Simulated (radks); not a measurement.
Lu V, 67 electrons, occupied as [Xe] 4f13 (the NIST ground configuration). All-electron calculation, Dirac Kohn-Sham, PBE, spin-unpolarised, spherical densities, finite nucleus; open shells fill j = l - 1/2 first; Fermi nuclear charge, rms radius 5.37 fm. Program: a radial shooting solver on a logarithmic mesh with Libxc functionals.

Spin-orbit splittings of the eigenvalues, e(l+1/2) - e(l-1/2), with zeta = 2 splitting/(2l+1) and mean radii in bohr:

| shell | occ. | splitting (eV) | zeta (eV) | <r> j=l-1/2 | <r> j=l+1/2 |
|---|---|---|---|---|---|
| 2p | 6 | 1117 | 744.9 | 0.06741 | 0.07502 |
| 3p | 6 | 238.3 | 158.9 | 0.2020 | 0.2162 |
| 3d | 10 | 52.02 | 20.81 | 0.1899 | 0.1942 |
| 4p | 6 | ? | ? | 0.4844 | 0.5168 |
| 4d | 10 | 9.962 | 3.985 | 0.5392 | 0.5505 |
| 4f | 13 | 1.611 | 0.4602 | 0.6774 | 0.6883 |
| 5p | 6 | 7.708 | 5.139 | 1.260 | 1.352 |

Estimate the 4p splitting.

Answer. 54.39 eV (zeta = 36.26 eV).
